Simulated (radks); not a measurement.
Problem. These are the eigenvalues of the occupied orbitals of an atom or ion with whole-number occupations (hartree). Method: Dirac Kohn-Sham, BP86, spin-unpolarised, spherical densities, point nucleus; computed with a radial shooting solver on a logarithmic mesh with Libxc functionals.

| orbital | eigenvalue |
|---|---|
| 1s1/2 | -975.7302 |
| 2s1/2 | -145.9485 |
| 2p1/2 | -135.9625 |
| 2p3/2 | -128.8863 |
| 3s1/2 | -28.28145 |
| 3p1/2 | -24.28014 |
| 3p3/2 | -23.01639 |
| 3d3/2 | -15.93593 |
| 3d5/2 | -15.67914 |
| 4s1/2 | -5.19687 |
| 4p1/2 | -3.90827 |
| 4p3/2 | -3.69085 |
| 4d3/2 | -1.70263 |
| 4d5/2 | -1.67418 |

Which element is it, and in what charge state? The configuration may be excited. Open shells, if any, fill j = l - 1/2 first.

Solution. Z = 48, cadmium, charge +3: Cd3+ in [Kr] 4d9. The list shows which subshells hold electrons but not how many an open one holds; the 1s level, -975.73 hartree, gives Z - s = 44.2 by -(Z - s)^2/2, which with screening and relativity narrows Z to a few neighbours, and the depths of the outer levels then fix element, charge and occupations together.
